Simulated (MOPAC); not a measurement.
MOPAC input (PM7):

```
PM7 FORCE THERMO(298,298) PRECISE LET CHARGE=-1 GEO-OK AUX(PRECISION=9) THREADS=1
H4NSi

N     1.07859349 1   -0.44304268 1   -0.27765890 1
Si   -0.47269119 1    0.15255310 1    0.08763973 1
H     1.84127549 1    0.03548301 1    0.17384087 1
H    -0.89537975 1    0.11010764 1    1.49850460 1
H    -1.44795304 1   -0.65180111 1   -0.64716340 1
H    -0.75655742 1    1.55430631 1   -0.26664236 1
```

Question: Which zero-point energy does it print?

Answer: 22.82 kcal/mol, from the harmonic wavenumbers of PM7.
